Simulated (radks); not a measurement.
Spherical quantum dot in the effective-mass picture: electrons in a parabolic well V = omega^2 r^2 / 2 with omega = 0.0684, with a point charge +2 (a donor) at the centre, all in effective atomic units (hartree* = m*/eps^2 hartree, bohr* = eps/m* bohr), one dielectric constant everywhere. Method: non-relativistic Kohn-Sham, PBEsol, spin-polarised, spherical densities; computed with a radial shooting solver with Libxc functionals. Levels are named by radial order and angular momentum (1s, 1p, 1d, 2s, ...), and open shells are averaged over m. Results are scaled to m* = 0.038 and eps = 14.5, for which hartree* = 4.918 meV and bohr* = 20.19 nm. Each electron was tried in the lowest free levels, single moves between levels near the top were tried too, and the lowest total energy was kept; such a search can miss a lower state. At N = 1 the Hartree and exchange-correlation terms need not cancel, so that row can carry a self-interaction error.

N        open shells  2S   E (meV)  mu = E(N) - E(N-1) (meV)  addition energy mu(N+1) - mu(N) (meV)  e(HOMO) (meV)  rms radius (nm)
1   1s(up 1, down 0)   1  -9.67754                   -9.6775                                  5.329        -7.4914            17.87
2               none   0  -14.0256                   -4.3481                                  4.976        -2.7724            22.59
3   2s(up 1, down 0)   1  -13.3978                   0.62782                                 0.6896        0.91770            67.83
4               none   0  -12.0803                    1.3175                                 0.6860         1.5920            90.28
5   1p(up 1, down 0)   1  -10.0769                    2.0035                                 0.5124         2.2642            108.3
6   1p(up 2, down 0)   2  -7.56102                    2.5159                                 0.4845         2.7627            122.8
7   1p(up 3, down 0)   3  -4.56066                    3.0004                                 0.5422         3.2338            135.1
8   1p(up 3, down 1)   2  -1.01808                    3.5426                                 0.4128         3.7499            146.5
9   1p(up 3, down 2)   1   2.93730                    3.9554                                 0.4043         4.1593            156.5
10              none   0   7.29696                    4.3597                                 0.5227         4.5581            165.4
11  1d(up 1, down 0)   1   12.1794                    4.8824                                 0.3648         5.0658            174.4
12  1d(up 2, down 0)   2   17.4265                    5.2472                                 0.3580         5.4274            182.4
13  1d(up 3, down 0)   3   23.0317                    5.6052                                 0.3508         5.7818            189.8
14  1d(up 4, down 0)   4   28.9877                    5.9560                                 0.3436         6.1290            196.6
15  1d(up 5, down 0)   5   35.2873                    6.2996                                 0.4042         6.4691            203.0
16  1d(up 5, down 1)   4   41.9911                    6.7038                                 0.3198         6.8641            209.1
17  1d(up 5, down 2)   3   49.0147                    7.0236                                 0.3165         7.1824            214.9
18  1d(up 5, down 3)   2   56.3547                    7.3400                                 0.3124         7.4969            220.3
19  1d(up 5, down 4)   1   64.0071                    7.6524                                 0.3081         7.8072            225.5
20              none   0   71.9676                    7.9605                                 0.4069         8.1131            230.5
21  1f(up 1, down 0)   1   80.3351                    8.3674                                 0.2921         8.5140            235.5
22  1f(up 2, down 0)   2   88.9946                    8.6595                                 0.2889         8.8045            240.2
23  1f(up 3, down 0)   3   97.9430                    8.9484                                 0.2856         9.0917            244.8
24  1f(up 4, down 0)   4   107.177                    9.2340                                 0.2823         9.3757            249.2
25  1f(up 5, down 0)   5   116.693                    9.5163                                 0.2791         9.6564            253.4
26  1f(up 6, down 0)   6   126.489                    9.7954                                 0.2760         9.9339            257.5
27  1f(up 7, down 0)   7   136.560                    10.071                                 0.3340         10.208            261.4
28  1f(up 7, down 1)   6   146.966                    10.405                                 0.2648         10.538            265.3
29  1f(up 7, down 2)   5   157.636                    10.670                                 0.2628         10.802            269.1
30  1f(up 7, down 3)   4   168.569                    10.933                                 0.2607         11.064            272.7
31  1f(up 7, down 4)   3   179.763                    11.194                                 0.2585         11.323            276.3
32  1f(up 7, down 5)   2   191.215                    11.452                                 0.2564         11.581            279.7
33  1f(up 7, down 6)   1   202.924                    11.709                                 0.2542         11.836            283.1
34              none   0   214.887                    11.963                                 0.1442         12.089            286.3
35  1f(up 7, down 6)   1   226.994                    12.107                                 0.3605         12.343            289.5
36              none   0   239.461                    12.468                                 0.2820         12.592            292.6
37  2p(up 1, down 0)   1   252.211                    12.749                                      -         12.873            295.7

All shells are closed at N = 2, 4, 10, 20, 34, 36 (there: 1s2 1p6 1d10 2s2 1f14 3s2); the second difference of the energy has clear peaks (12 % above both neighbours; the first and last values, which can be the largest, are not judged, and half-filled shells can peak too) at N = 10, 15, 20, 27, 35.
